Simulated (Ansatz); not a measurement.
Cartesian coordinates in Å:
```
C -0.5776 1.7890 2.9766
O -0.5424 0.9744 1.8601
Zr 0.0753 0.2159 0.1768
N 0.6292 -1.7391 0.4556
C 1.7225 -2.6204 0.1661
C -0.3883 -2.4038 1.2428
N -1.6498 0.0284 -0.9340
C -1.8990 -0.9667 -1.9406
C -2.5947 1.1114 -0.9954
C 2.5708 0.6603 -0.2418
C 1.9746 0.4069 -1.5000
C 1.0753 1.4552 -1.7767
C 1.0985 2.3450 -0.6804
C 2.0342 1.8580 0.2604
H 0.1304 2.6249 2.8896
H -1.5799 2.2124 3.1172
H -0.3220 1.2253 3.8825
H 2.4817 -2.1220 -0.4371
H 2.2091 -2.9870 1.0840
H 1.3871 -3.5097 -0.3904
H -1.2222 -1.7283 1.4715
H -0.8164 -3.2654 0.7083
H 0.0064 -2.7679 2.2033
H -1.8235 -0.5577 -2.9627
H -1.1822 -1.7874 -1.8563
H -2.9095 -1.3943 -1.8441
H -3.6267 0.7577 -0.8456
H -2.3938 1.8515 -0.2140
H -2.5722 1.6358 -1.9660
H 3.2983 0.0353 0.2546
H 2.1722 -0.4414 -2.1392
H 0.4587 1.5493 -2.6581
H 0.5050 3.2428 -0.5788
H 2.2707 2.3117 1.2119
```

The species carries charge 0 and has multiplicity 1. Zr takes the def2 core potential.

List the CAM-B3LYP/def2-TZVPP orbital energies in eV (Ansatz). (Estimate.)

The calculation gave: Occupied: -521.67, -390.49, -390.20, -279.75, -279.11, -279.04, -278.98, -278.96, -278.95, -278.94, -278.93, -278.91, -278.90, -59.58, -36.19, -35.98, -35.86, -28.46, -26.34, -25.94, -25.76, -21.64, -21.62, -21.13, -21.00, -19.93, -18.22, -18.04, -16.91, -16.90, -16.52, -14.41, -14.16, -14.01, -13.97, -13.86, -13.78, -13.76, -13.67, -13.51, -12.71, -12.66, -12.61, -12.23, -12.18, -12.12, -12.00, -11.55, -11.40, -10.32, -9.89, -9.40, -9.29, -8.40, -8.30, -7.47, -6.84. Lowest empty: 0.94, 1.00, 1.20, 1.37, 1.44, 1.51, 1.75, 2.35.
